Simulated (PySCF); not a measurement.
cyclobutane (C$_{4}$H$_{8}$), singlet, at a GFN2-xTB geometry. Base run: HF/STO-3G run with PySCF.

The PySCF input:
```python
from pyscf import gto, scf

mol = gto.M(
    atom='''
C    -0.00613316    1.08295583    0.05853653
C     0.00685792   -1.08220991    0.07093756
C    -1.08294605   -0.00683358   -0.05863980
C     1.08222129    0.00608767   -0.07083428
H    -0.01505399    1.84231484   -0.72076860
H    -0.00362364    1.57729882    1.02791527
H     0.00710304   -1.85049784   -0.69961794
H     0.01523239   -1.56535126    1.04591487
H    -1.84243222   -0.00692746    0.72059245
H    -1.57713057   -0.01535111   -1.02806518
H     1.85038317    0.01511046    0.69979409
H     1.56552182    0.00340356   -1.04576496
''',
    basis='sto-3g',
    verbose=4,
    symmetry=True,
)

mf = scf.RHF(mol)
mf.kernel()
mf.analyze()
```

Each row names what was changed in the base input (with any setting that the change needs).

```json
[
 {"change": "base", "ΔE vs base (mEh)": "0.000", "point group used": "D2", "SCF cycles": "6"},
 {"change": "irrep_nelec = A:10 B1:6 B2:6 B3:10", "ΔE vs base (mEh)": "1279.3", "point group used": "D2", "SCF cycles": "9"},
 {"change": "irrep_nelec = A:8 B1:6 B2:10 B3:8", "ΔE vs base (mEh)": "1469.4", "point group used": "D2", "SCF cycles": "13"},
 {"change": "irrep_nelec = A:10 B1:8 B2:8 B3:6", "ΔE vs base (mEh)": "1334.5", "point group used": "D2", "SCF cycles": "11"},
 {"change": "symmetry = off", "ΔE vs base (mEh)": "0.000", "point group used": "C1", "SCF cycles": "6"},
 {"change": "irrep_nelec = A:8 B1:8 B2:8 B3:8", "ΔE vs base (mEh)": "1418.8", "point group used": "D2", "SCF cycles": "9"},
 {"change": "symmetry_subgroup = C2", "ΔE vs base (mEh)": "0.000", "point group used": "C2", "SCF cycles": "6"}
]
```
